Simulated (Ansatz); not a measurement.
Z-matrix (Å, degrees):
```
C
Al 1 1.935
H 1 1.092 2 111.4
H 1 1.094 2 111.2 3 -120.8
H 1 1.094 2 110.8 3 120.2
F 2 1.650 1 121.1 3 -6.6
S 2 2.177 1 124.7 3 173.7
H 7 1.345 2 92.2 1 -0.3
```

Total charge 0; spin multiplicity 1.

Problem. List the PBE0/def2-TZVPP orbital energies in eV (the Gaussian-basis code of Ansatz). (An estimate is asked.)

Solution. Ansatz gave: Occupied: -2422.30, -1528.35, -672.89, -277.94, -217.67, -161.50, -161.40, -161.34, -114.20, -74.31, -74.17, -74.10, -31.89, -20.26, -19.49, -13.03, -11.85, -11.64, -11.57, -11.41, -11.10, -10.09, -8.49, -7.84. Lowest empty: -0.38, -0.33, 0.60, 1.26, 1.83, 2.82, 2.83, 4.01.
